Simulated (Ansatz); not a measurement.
Frontier orbitals of CH6BClSSi (`BS[SiH](C)Cl`).

Cartesian coordinates in Å:
```
B -1.260 -1.108 -1.482
S -0.005 0.074 -1.899
Si 0.147 1.008 0.035
C 0.969 -0.106 1.266
Cl 1.288 2.699 -0.217
H -1.606 -1.862 -2.337
H -1.742 -1.145 -0.388
H -1.201 1.438 0.468
H 0.378 -1.013 1.408
H 1.965 -0.388 0.918
H 1.066 0.403 2.228
```

Total charge 0; spin multiplicity 1. The structure was optimised at the PBE0-D4/def2-TZVP level. It is one conformer, not always the lowest. Basis def2-TZVPP, the Gaussian-basis code of Ansatz.

```
             functional  HOMO (eV)  LUMO (eV)  gap (eV)
                    PBE      -7.18      -2.56      4.62
                 B97M-V      -7.52      -2.31      5.21
                   PBE0      -8.32      -1.62      6.70
                  B3LYP      -8.08      -1.80      6.28
                r2SCANh      -7.86      -1.93      5.93
HSE06 (plane-wave form)      -7.92      -2.00      5.92
                ωB97M-V     -10.47       0.32     10.79
```

From PBE to PBE0 the HOMO moves by −1.14 eV and the LUMO by +0.93 eV, and with ωB97M-V by −3.29 and +2.88 eV, so the gap grows from 4.62 to 10.79 eV with exact exchange. A positive LUMO is unbound and depends on the basis.

B3LYP here is the variant with VWN-RPA as its local correlation; programs differ in this.
